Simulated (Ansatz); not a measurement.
A structure relaxed at PBE-D4/def2-SVP in Ansatz, charge 1, singlet:

```xyz
17

In    0.2123    1.9644    3.1562
In    3.0862   -1.3171   -2.9643
In   -2.5354    1.0032   -4.2767
In    2.1505    2.2110   -2.9783
In   -3.1801    1.6907    1.3027
In   -0.7221   -1.8016    4.7765
In   -0.0176    1.7216    0.1471
In   -2.1070   -0.6608   -1.4294
In    0.4460   -3.2491    0.9020
P     1.9442   -0.0049   -0.5565
P    -0.5901    1.9040   -2.4163
P     0.1451   -0.0625   -3.3035
P     1.0542   -0.6319    2.7025
P     2.5471   -1.2026    1.2330
P    -0.9913   -0.4942    1.7803
P    -2.0220    0.3919    3.5010
P     0.5800   -1.4621   -1.5763
```

Q: Give its formula.

A: the cluster In9P8⁺.

Q: Summarise the bond lengths by kind (pairs closer than 1.2 times the sum of covalent radii, bridged metal pairs left out).

A: 14 × In–P 2.63 to 2.97 Å; 7 × P–P 2.17 to 2.28 Å; 3 × In–In 3.03 to 3.37 Å.

In the def2 sets In takes a core potential; there is no spin–orbit coupling. The restricted singlet is unstable towards broken spin symmetry in Hartree–Fock (as tested in another run); at PBE-D4/def2-SVP this wasn't settled. Another isomer (singlet) lies 0.37 eV lower at PBE0-D4/def2-TZVP; other spin states weren't run for this one.
